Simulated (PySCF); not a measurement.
## Excitation energy of Fe²⁺ by level of theory

Fe²⁺ [Ar] 3d6 (5D) → Fe²⁺ [Ar] 3d5 4s1 (7S), as a difference of total energies. All numbers are calculated (PySCF 2.14, scalar relativity by spin-free X2C-1e, in aug-cc-pVTZ-DK (8s7p5d3f2g, 93 functions)). Correlated levels: valence: [Ar] frozen. The calculations carry no spin-orbit coupling.

```tsv
method	excitation energy (cm⁻¹)
UHF	18194
LDA	30900
PBE	31223
PBE0	29952
TPSS	33259
wB97X	35079
wB97X-V	33685
B3LYP	31599
SCS-MP2 (valence)	31500
```

**Question.** Estimate what MP2 (valence) gives.

**Answer.** 27588 cm⁻¹, closest to PBE0 among the rows shown.

**Question.** Estimate what r2SCAN gives.

**Answer.** 27816 cm⁻¹, closest to PBE0 among the rows shown.

A first-order spin-orbit estimate (lowest level to lowest level, LS coupling) adds 0.053 eV.
